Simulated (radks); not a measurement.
Pb67+, configuration [Ne] 3s2 3p3. Method: scalar-relativistic Kohn-Sham, LB94 model potential, spin-polarised, spherical densities, finite nucleus; open shells are filled with parallel spins first (spin-orbit coupling, left out, can overturn this in heavy ions); Fermi nuclear charge, rms radius 5.5012 fm; computed with a radial shooting solver on a logarithmic mesh with Libxc functionals.

Normalised radial functions P(r) = r R(r), r in bohr:

```
   r/bohr * 3s up (the largest magnitude, 2.82, reaches the edge; | marks zero)
 0.001298                             |    *
 0.001611                             |     *
 0.001999                             |      *
 0.002461                             |       *
 0.003055                             |       *
 0.003791                             |        *
 0.004705                             |         *
 0.005839                             |         *
  0.00719                             |         *
 0.008923                             |         *
  0.01107                             |       *
  0.01374                             |     *
  0.01706                             | *
  0.02117                          *  |
  0.02607                     *       |
  0.03235                *            |
  0.04015             *               |
  0.04983             *               |
  0.06185                  *          |
  0.07676                           * |
   0.0945                             |         *
   0.1173                             |                    *
   0.1456                             |                          *
   0.1807                             |                        *
   0.2242                             |                 *
   0.2783                             |        *
   0.3426                             |  *
   0.4252                             |*
   0.5278                             *
```

3s up: eigenvalue -8612.1 eV, 2 radial nodes at r = 0.0189, 0.0792 bohr, <r> = 0.162 bohr, 90 % of the charge inside 0.236 bohr.
